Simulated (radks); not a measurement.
The numbers below are computed, except where a source is named.
Excited configurations of F+: one electron is placed in a higher orbital outside [He] 2s2 2p3. The ground configuration is [He] 2s2 2p4. Code: a radial shooting solver on a logarithmic mesh with Libxc functionals. Model: non-relativistic Kohn-Sham, LDA (Slater exchange, Perdew-Wang correlation), spin-polarised, spherical densities, point nucleus; open shells are filled with parallel spins first. Excitation = E - E(ground); binding = E(ion) - E, where the ion is the core of charge +2; n* = 2/sqrt(2 binding) in atomic units, and the quantum defect is n - n*.

outer orbital  excitation (eV)  binding (eV)     n*  quantum defect  eigenvalue (eV)  <r> (bohr)
3d                      28.642         6.515  2.890           0.110           -4.629       4.734
4s                      29.019         6.138  2.978           1.022           -4.900       6.866
4p                      30.036         5.121  3.260           0.740           -4.033       7.772
4d                      31.304         3.853  3.758           0.242           -2.953       9.386
5s                      31.616         3.541  3.920           1.080           -2.869       11.96
5p                      32.066         3.091  4.196           0.804           -2.487       13.27
5d                      32.651         2.506  4.660           0.340           -1.986       15.47
6s                      32.849         2.308  4.856           1.144           -1.890       18.47
6p                      33.087         2.070  5.127           0.873           -1.688       20.18
7p                      33.672         1.485  6.054           0.946           -1.223       28.52
7d                      33.865         1.293  6.488           0.512           -1.059       31.92

Estimate the row for 5f.

Answer. excitation (eV) 32.843; binding (eV) 2.314; n* 4.849; quantum defect 0.151; eigenvalue (eV) -1.805; <r> (bohr) 15.29. The Delta-SCF ionisation energy is 35.157 eV (NIST Atomic Spectra Database: 34.971 eV, measured). Self-interaction in the functional shifts the binding energies and quantum defects, so they are the method's values and not measured ones. Open shells are spherical and high-spin; term and fine-structure splittings are not resolved.
